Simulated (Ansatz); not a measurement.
Cartesian coordinates in Å:
```
B 1.736 1.327 -0.961
In -0.058 -0.008 -0.826
O -0.524 -0.432 1.058
Zn -1.735 -1.366 1.926
H 1.630 2.518 -0.956
H 2.843 0.879 -1.028
H -1.139 -0.763 -1.942
H -2.753 -2.154 2.728
```

The species carries charge 0 and has multiplicity 1. In takes the def2 core potential.

Question: List the PBE/def2-TZVPP orbital energies in eV (Ansatz 0.2.0). (Estimate.)

Answer: Ansatz gave: Occupied: -9407.11, -1133.69, -999.46, -999.46, -999.41, -509.11, -178.03, -125.83, -121.57, -83.21, -83.21, -83.08, -79.34, -79.03, -79.01, -22.10, -18.54, -18.37, -18.36, -18.26, -18.05, -12.56, -11.99, -11.40, -11.38, -11.33, -11.33, -9.69, -8.71, -8.11, -7.45, -6.71, -6.40, -5.93. Lowest empty: -3.48, -1.87, -1.03, -0.70, -0.59, -0.04, 0.72, 1.44.
